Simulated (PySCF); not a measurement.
## Potential energy of SiTe along the bond

Set-up: PySCF, scalar-relativistic core potentials, basis sets Si cc-pV(D+d)Z, Te cc-pVDZ-PP with ECP28. Energies in eV from Si + Te in their ground configurations at the same level. State: ¹Σ⁺ (singlet), closed shell.

All columns are PW91. A positive dipole means Si(−)Te(+).

```json
{"R (Å)": "1.964", "E (eV)": "-3.211", "μ (D)": "0.44", "Mulliken charge on Si (basis-dependent)": "-0.10", "HOMO (eV)": "-6.00", "LUMO (eV)": "-2.61", "Mayer bond order": "2.57", "⟨S²⟩": "0.00"}
{"R (Å)": "2.056", "E (eV)": "-4.141", "μ (D)": "0.18", "Mulliken charge on Si (basis-dependent)": "-0.05", "HOMO (eV)": "-6.15", "LUMO (eV)": "-2.81", "Mayer bond order": "2.55", "⟨S²⟩": "0.00"}
{"R (Å)": "2.147", "E (eV)": "-4.670", "μ (D)": "-0.10", "Mulliken charge on Si (basis-dependent)": "0.00", "HOMO (eV)": "-6.26", "LUMO (eV)": "-3.00", "Mayer bond order": "2.54", "⟨S²⟩": "0.00"}
{"R (Å)": "2.216", "E (eV)": "-4.873", "μ (D)": "-0.31", "Mulliken charge on Si (basis-dependent)": "0.03", "HOMO (eV)": "-6.33", "LUMO (eV)": "-3.14", "Mayer bond order": "2.53", "⟨S²⟩": "0.00"}
{"R (Å)": "2.284", "E (eV)": "-4.952", "μ (D)": "-0.52", "Mulliken charge on Si (basis-dependent)": "0.06", "HOMO (eV)": "-6.32", "LUMO (eV)": "-3.27", "Mayer bond order": "2.52", "⟨S²⟩": "0.00"}
{"R (Å)": "2.353", "E (eV)": "-4.936", "μ (D)": "-0.72", "Mulliken charge on Si (basis-dependent)": "0.08", "HOMO (eV)": "-6.20", "LUMO (eV)": "-3.40", "Mayer bond order": "2.51", "⟨S²⟩": "0.00"}
{"R (Å)": "2.444", "E (eV)": "-4.805", "μ (D)": "-0.98", "Mulliken charge on Si (basis-dependent)": "0.10", "HOMO (eV)": "-6.05", "LUMO (eV)": "-3.56", "Mayer bond order": "2.50", "⟨S²⟩": "0.00"}
{"R (Å)": "2.558", "E (eV)": "-4.522", "μ (D)": "-1.29", "Mulliken charge on Si (basis-dependent)": "0.13", "HOMO (eV)": "-5.90", "LUMO (eV)": "-3.74", "Mayer bond order": "2.50", "⟨S²⟩": "0.00"}
{"R (Å)": "2.695", "E (eV)": "-4.082", "μ (D)": "-1.63", "Mulliken charge on Si (basis-dependent)": "0.15", "HOMO (eV)": "-5.74", "LUMO (eV)": "-3.93", "Mayer bond order": "2.49", "⟨S²⟩": "0.00"}
{"R (Å)": "2.878", "E (eV)": "-3.424", "μ (D)": "-2.04", "Mulliken charge on Si (basis-dependent)": "0.16", "HOMO (eV)": "-5.56", "LUMO (eV)": "-4.15", "Mayer bond order": "2.49", "⟨S²⟩": "0.00"}
```

A fit through these points gives, at Re = 2.304 Å, μ = -0.58 D and dμ/dR = -2.98 D/Å; the reduced mass is 23.02 u.

Question: How strong is the fundamental in the double-harmonic approximation, I = 42.26·(dμ/dR)²/μred km/mol?

Answer: I = 42.26·(-2.98)²/23.02 = 16.3 km/mol at PW91.

These are scalar-relativistic numbers at best; spin–orbit coupling would shift them, the dissociation energy most.
